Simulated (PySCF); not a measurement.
# Computed properties of Al(H)(NHMe)2 (C₂H₉AlN₂), SMILES C[NH][AlH][NH]C

Al(H)(NHMe)2 (C2H9AlN2), SMILES C[NH][AlH][NH]C. Geometry: TPSSh-D3(BJ)/def2-SVP. The structure was generated by enumeration; whether it is a known compound was not checked. Other conformers were not sampled. All values are computed for the isolated molecule unless a solvent is named; none is compared with measurement here.

**Structure.** The optimised structure has Cs symmetry. All 36 harmonic modes at TPSSh-D3(BJ)/def2-SVP (PySCF) are real, so it is a minimum. With heavy atoms numbered as in [AlH:1]([NH:3][CH3:4])[NH:9][CH3:10], the shortest bond between them is N9–C10 at 1.452 Å and the longest Al1–N9 at 1.787 Å.

**Vibrations.** The strongest infrared lines (harmonic, unscaled, degenerate partners summed) lie at 502 cm⁻¹ (216 km/mol, H 83 %, N 15 %), 2974 cm⁻¹ (201 km/mol, H 97 %), 1970 cm⁻¹ (170 km/mol, H 96 %). The softest mode is at 64 cm⁻¹ and the zero-point energy is 72.1 kcal/mol.

**Electronic structure.** B3LYP/def2-TZVP (PySCF) places the frontier levels at -6.03 and 0.12 eV, a gap of 6.15 eV, and gives a dipole moment of 1.08 D and a mean polarisability of 68.8 bohr³. PBE/def2-TZVP (PySCF) at the same geometry gives -4.94 and -0.42 eV, so its gap is 1.63 eV narrower. An orbital gap is neither the optical nor the fundamental gap.

**Excitations.** TDA-B3LYP/def2-SVPD (PySCF) has S1 at 5.01 eV (247 nm, f = 0.000, dark); the most intense of the 10 singlets computed lies at 5.65 eV (f = 0.15). T1 (TDA) is at 4.76 eV, 0.25 eV under S1. TDA-PBE/def2-SVPD (PySCF) puts S1 at 4.51 eV. No vertical singlet excitation falls in the visible range (under 3.1 eV).

**NMR.** GIAO shifts at HF/pcSseg-1 (PySCF) (non-relativistic, atoms alike by connectivity averaged): ¹³C at 31.8 ppm against TMS; ¹H from 0.4 to 4.1 ppm against TMS.
